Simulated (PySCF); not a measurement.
Geometry:
```tsv
atom	x (Å)	y (Å)	z (Å)
Cu1	0.000	0.013	-1.524
As2	0.008	-0.020	0.756
H3	0.831	-1.042	1.501
H4	-1.288	-0.229	1.502
H5	0.476	1.199	1.513
Br6	-0.028	0.078	-3.748
```

Geometry: PBE0-D3(BJ)/def2-SVP; GIAO shifts from PySCF, gas phase, non-relativistic, averaged over equivalent atoms.

At PBE/pcSseg-1 (pcSseg-2 on Cu) (170 basis functions, 25 s wall time on 1 thread of an Arm Neoverse V1, shared host):
```tsv
atoms	δ (ppm)
As2	126.9
H3/H4/H5	3.95
Br6	-151.3
```

Referencing at the same level of theory: 75As (σref 1871.14) vs AsH3; 1H (σref 31.20) against TMS; 79Br (σref 2551.78) vs HBr.

Estimate the result of repeating the calculation with B3LYP/pcSseg-1 (pcSseg-2 on Cu).

Results:


```json
{"atoms": "As2", "δ at B3LYP/pcSseg-1 (pcSseg-2 on Cu)": "119.9", "change": "-7.0"}
{"atoms": "H3/H4/H5", "δ at B3LYP/pcSseg-1 (pcSseg-2 on Cu)": "3.72", "change": "-0.23"}
{"atoms": "Br6", "δ at B3LYP/pcSseg-1 (pcSseg-2 on Cu)": "-271.8", "change": "-120.5"}
```

Scale: 75As (σ = 1863.78 ppm) vs AsH3; 1H (σ = 31.38 ppm) vs TMS; 79Br (σ = 2544.71 ppm) against HBr (reference shieldings calculated alike).

The largest change is at Br6 (bromine bonded to Cu). Cost: 170 basis functions, 17 s wall time on 1 thread of an Arm Neoverse V1, shared host.

Relativistic effects, spin–orbit coupling among them, are left out; they matter for As, Br and for the light atoms bonded to it.
